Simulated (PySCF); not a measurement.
PySCF job for BiCl₃, SMILES [Cl][Bi]([Cl])[Cl], TDA-PBE/def2-SVPD. Geometry: B3LYP-D3(BJ)/def2-SVP. The isomer is the one that the SMILES or the coordinates give; other isomers of the formula were not compared. The def2 effective core potentials stand for the cores of Bi; spin–orbit coupling is left out.

```python
import numpy as np
from pyscf import gto, scf, dft, tdscf

mol = gto.M(
    atom='''
    Bi    0.00000000    0.00000000    0.44735210
    Cl    1.89003725   -1.09121351   -0.72804362
    Cl   -1.89003725   -1.09121352   -0.72804362
    Cl   -0.00000000    2.18242703   -0.72804362
    ''',
    basis='def2-SVPD',
    ecp={'Bi': 'def2-svp'},
    charge=0,
    spin=0,
    symmetry=True,
    max_memory=1600,
    verbose=4,
)
mf = dft.RKS(mol, xc='pbe').density_fit(auxbasis='def2-universal-jkfit')
mf.grids.level = 3
mf.conv_tol = 1e-9
mf.max_cycle = 100
mf.kernel()
mf.grids = dft.Grids(mol).set(level=1).build(with_non0tab=True)  # coarser grid for the response kernel
td = tdscf.TDA(mf)
td.singlet = True
td.nstates = 10
td.conv_tol = 1e-4
td.positive_eig_threshold = 1e-6
td.kernel(x0=td.get_init_guess(mf, 15))
td.analyze()
tt = tdscf.TDA(mf)
tt.singlet = False
tt.nstates = 4
tt.conv_tol = 1e-4
tt.positive_eig_threshold = 1e-6
tt.kernel(x0=tt.get_init_guess(mf, 9))
tt.analyze(verbose=3)
```

It prints:

```
PySCF version 2.14.0

[INPUT] verbose = 4
[INPUT] num. atoms = 4
[INPUT] num. electrons = 74
[INPUT] charge = 0
[INPUT] spin (= nelec alpha-beta = 2S) = 0
[INPUT] symmetry True subgroup None
[INPUT] Mole.unit = angstrom
[INPUT] Symbol           X                Y                Z      unit          X                Y                Z       unit  Magmom
[INPUT]  1 Bi     0.000000000000   0.000000000000   0.447352100000 AA    0.000000000000   0.000000000000   0.845372950249 Bohr   0.0
[INPUT]  2 Cl     1.890037250000  -1.091213510000  -0.728043620000 AA    3.571652767726  -2.062094677325  -1.375803048537 Bohr   0.0
[INPUT]  3 Cl    -1.890037250000  -1.091213520000  -0.728043620000 AA   -3.571652767726  -2.062094696223  -1.375803048537 Bohr   0.0
[INPUT]  4 Cl     0.000000000000   2.182427030000  -0.728043620000 AA    0.000000000000   4.124189373548  -1.375803048537 Bohr   0.0

nuclear repulsion = 371.783931093063
point group symmetry = C3v, use subgroup Cs
symmetry origin: [ 0.00000000e+00  0.00000000e+00 -4.51277893e-09]
symmetry axis x: [ 8.66025403e-01  5.00000002e-01 -1.97992027e-17]
symmetry axis y: [1.42989067e-17 1.48319725e-17 1.00000000e+00]
symmetry axis z: [ 5.00000002e-01 -8.66025403e-01  5.69541159e-18]
num. orbitals of irrep A' = 68
num. orbitals of irrep A" = 45
number of shells = 45
number of NR pGTOs = 202
number of NR cGTOs = 113
basis = def2-SVPD
ecp = {'Bi': 'def2-svp'}


[settings echo left out]
init E= -1567.85084605074
HOMO (A") = -0.64765073951418  LUMO (A') = -0.601056997255084  gap/eV = 1.26788
cycle= 1 E= -1591.7662418413  delta_E= -23.9  |g|= 2.94  |ddm|= 14.1
HOMO (A') = 0.0605680933679978  LUMO (A') = 0.0780349080067558  gap/eV = 0.47530
cycle= 2 E= -1537.68325813489  delta_E= 54.1  |g|= 8.57  |ddm|= 17.6
HOMO (A") = -0.439856400584875  LUMO (A') = -0.249826796719049  gap/eV = 5.17097
cycle= 3 E= -1594.23125397504  delta_E= -56.5  |g|= 0.812  |ddm|= 15.8
HOMO (A") = -0.205754452756295  LUMO (A') = -0.094239078884667  gap/eV = 3.03449
cycle= 4 E= -1594.13635807382  delta_E= 0.0949  |g|= 0.946  |ddm|= 2.67
HOMO (A') = -0.290881366657086  LUMO (A') = -0.136556415032365  gap/eV = 4.19940
cycle= 5 E= -1594.41540140122  delta_E= -0.279  |g|= 0.0943  |ddm|= 1.29
HOMO (A") = -0.283920985831397  LUMO (A') = -0.133120601198459  gap/eV = 4.10349
cycle= 6 E= -1594.41723313526  delta_E= -0.00183  |g|= 0.0575  |ddm|= 0.208
HOMO (A") = -0.28571057458725  LUMO (A') = -0.132669703803138  gap/eV = 4.16445
cycle= 7 E= -1594.41831612632  delta_E= -0.00108  |g|= 0.00865  |ddm|= 0.0768
HOMO (A') = -0.286071306815153  LUMO (A') = -0.132384100396892  gap/eV = 4.18204
cycle= 8 E= -1594.41834097675  delta_E= -2.49e-05  |g|= 0.00194  |ddm|= 0.0162
HOMO (A') = -0.286137248014022  LUMO (A') = -0.132438397005897  gap/eV = 4.18236
cycle= 9 E= -1594.41834208791  delta_E= -1.11e-06  |g|= 0.000319  |ddm|= 0.00307
HOMO (A') = -0.28613863917408  LUMO (A') = -0.132446427996143  gap/eV = 4.18218
cycle= 10 E= -1594.4183421295  delta_E= -4.16e-08  |g|= 5.37e-05  |ddm|= 0.000655
HOMO (A') = -0.286133476360114  LUMO (A') = -0.132441806369177  gap/eV = 4.18216
cycle= 11 E= -1594.41834212912  delta_E= 3.79e-10  |g|= 5.96e-05  |ddm|= 0.000166
HOMO (A') = -0.286132617692908  LUMO (A') = -0.132441395041627  gap/eV = 4.18215
cycle= 12 E= -1594.41834213044  delta_E= -1.32e-09  |g|= 2.6e-06  |ddm|= 9.19e-05
HOMO (A') = -0.28613251768135  LUMO (A') = -0.132441156797146  gap/eV = 4.18215
cycle= 13 E= -1594.41834213044  delta_E= -9.09e-13  |g|= 5.52e-07  |ddm|= 4.77e-06
HOMO (A') = -0.286132567166746  LUMO (A') = -0.132441320541917  gap/eV = 4.18215
Extra cycle  E= -1594.41834213045  delta_E= -5.91e-12  |g|= 1.17e-06  |ddm|= 2.63e-06
converged SCF energy = -1594.41834213045
tot grids = 27704
Overwritten attributes  positive_eig_threshold  of <class 'pyscf.tdscf.rks.TDA'>


******** <class 'pyscf.tdscf.rks.TDA'> for <class 'pyscf.df.df_jk.DFSymAdaptedRKS'> ********
nstates = 10 singlet
deg_eia_thresh = 1.000e-03
wfnsym = None
conv_tol = 0.0001
eigh lindep = 1e-12
eigh level_shift = 0
eigh max_cycle = 100


Excitation energies (eV)
[4.27419349 4.39759813 4.51171944 4.5117214  4.68757411 4.6875833
 4.79173562 4.79174758 4.81032943 4.88451885]

** Singlet excitation energies and oscillator strengths **
Excited State   1:  ???      4.27419 eV    290.08 nm  f=0.0000
      36 -> 38       -0.70020
Excited State   2:  ???      4.39760 eV    281.94 nm  f=0.0120
      37 -> 38       -0.69431
Excited State   3:  ???      4.51172 eV    274.80 nm  f=0.0028
      33 -> 38        0.10511
      34 -> 38       -0.59806
      34 -> 40        0.10364
      35 -> 39        0.10367
      36 -> 39        0.29065
      37 -> 40       -0.14504
Excited State   4:  ???      4.51172 eV    274.80 nm  f=0.0028
      32 -> 38        0.10514
      34 -> 39       -0.10366
      35 -> 38        0.59806
      35 -> 40        0.10366
      36 -> 40       -0.29066
      37 -> 39       -0.14502
Excited State   5:  ???      4.68757 eV    264.50 nm  f=0.0006
      33 -> 38       -0.66652
      34 -> 38       -0.12729
Excited State   6:  ???      4.68758 eV    264.49 nm  f=0.0006
      32 -> 38        0.66651
      35 -> 38       -0.12730
Excited State   7:  ???      4.79174 eV    258.75 nm  f=0.0002
      32 -> 38        0.10745
      34 -> 39       -0.12031
      35 -> 38        0.10049
      35 -> 40        0.12015
      36 -> 40        0.52576
      37 -> 39       -0.40965
Excited State   8:  ???      4.79175 eV    258.75 nm  f=0.0002
      33 -> 38        0.10743
      34 -> 38       -0.10049
      34 -> 40        0.12019
      35 -> 39        0.12018
      36 -> 39       -0.52577
      37 -> 40       -0.40967
Excited State   9:  ???      4.81033 eV    257.75 nm  f=0.0000
      34 -> 39        0.49305
      35 -> 40        0.49310
Excited State  10:  ???      4.88452 eV    253.83 nm  f=0.0005
      34 -> 38       -0.14834
      34 -> 40       -0.46013
      35 -> 39       -0.46001
      37 -> 40       -0.19541

** Transition electric dipole moments (AU) **
state          X           Y           Z        Dip. S.      Osc.
  1        -0.0000      0.0000     -0.0000      0.0000      0.0000
  2        -0.0000      0.0000      0.3336      0.1113      0.0120
  3        -0.1382     -0.0798     -0.0000      0.0255      0.0028
  4         0.0798     -0.1382      0.0000      0.0255      0.0028
  5        -0.0615     -0.0355     -0.0000      0.0050      0.0006
  6        -0.0355      0.0615      0.0000      0.0050      0.0006
  7         0.0184     -0.0319     -0.0000      0.0014      0.0002
  8        -0.0319     -0.0184     -0.0000      0.0014      0.0002
  9        -0.0000     -0.0000     -0.0000      0.0000      0.0000
 10        -0.0560     -0.0323      0.0000      0.0042      0.0005

WARN: ECP detected. Skipping calculation of transition velocity and magnetic dipole moments, which have not yet been implemented.



******** <class 'pyscf.tdscf.rks.TDA'> for <class 'pyscf.df.df_jk.DFSymAdaptedRKS'> ********
nstates = 4 triplet
deg_eia_thresh = 1.000e-03
wfnsym = None
conv_tol = 0.0001
eigh lindep = 1e-12
eigh level_shift = 0
eigh max_cycle = 100


Excitation energies (eV)
[3.99687042 4.07302027 4.13470098 4.13479487]

** Triplet excitation energies and oscillator strengths **
Excited State   1:  ???      3.99687 eV    310.20 nm  f=0.0000
Excited State   2:  ???      4.07302 eV    304.40 nm  f=0.0000
Excited State   3:  ???      4.13470 eV    299.86 nm  f=0.0000
Excited State   4:  ???      4.13479 eV    299.86 nm  f=0.0000
```

The run converged.
